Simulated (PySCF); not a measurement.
PySCF job for formate (CHO₂), SMILES O=C[O-], charge -1, SMD-PBE0/def2-SVPD. Geometry: PBE0-D3(BJ)/def2-TZVPD.

```python
import numpy as np
from pyscf import gto, scf, dft
from pyscf.solvent import smd

mol = gto.M(
    atom='''
    O     0.00000000    1.13098650   -0.20836221
    C    -0.00000000    0.00000000    0.31361056
    O     0.00000000   -1.13098651   -0.20836221
    H     0.00000000    0.00000002    1.45213197
    ''',
    basis='def2-SVPD',
    charge=-1,
    spin=0,
    max_memory=1600,
    verbose=3,
)
mf = dft.RKS(mol, xc='pbe0').density_fit(auxbasis='def2-universal-jkfit')
mf.grids.level = 3
mf.conv_tol = 1e-9
mf.max_cycle = 100
mf.kernel()
res = {}
for name in ['water', 'benzene', '2-propanol']:
    s = mf.SMD()
    s.with_solvent.solvent, s.with_solvent.sasa_ng = name, 302
    s.kernel(mf.make_rdm1())
    res[name] = (s.e_tot, s.with_solvent.get_cds(), s.dip_moment(), s.mo_energy, s.converged)
    print(f'SMD {name}: dG(solv) = {(s.e_tot - mf.e_tot) * 627.509474:.3f} kcal/mol, of which CDS {res[name][1] * 627.509474:.3f}')
```

Log of the run:

```
converged SCF energy = -188.876183221533
converged SCF energy = -188.986954983116

WARN: System has nonzero charge -1; the dipole moment is origin-dependent.
Location of origin: [0. 0. 0.]

Dipole moment(X, Y, Z, Debye):  0.00000, -0.00001,  2.39484
SMD water: dG(solv) = -69.510 kcal/mol, of which CDS 4.188
converged SCF energy = -188.929332558979

WARN: System has nonzero charge -1; the dipole moment is origin-dependent.
Location of origin: [0. 0. 0.]

Dipole moment(X, Y, Z, Debye):  0.00000, -0.00002,  1.58450
SMD benzene: dG(solv) = -33.352 kcal/mol, of which CDS -0.828
converged SCF energy = -188.978356506296

WARN: System has nonzero charge -1; the dipole moment is origin-dependent.
Location of origin: [0. 0. 0.]

Dipole moment(X, Y, Z, Debye): -0.00000, -0.00001,  2.22007
SMD 2-propanol: dG(solv) = -64.115 kcal/mol, of which CDS 3.227
```

Self-consistency was reached.

Cost: about 21 core-seconds (a rough figure).
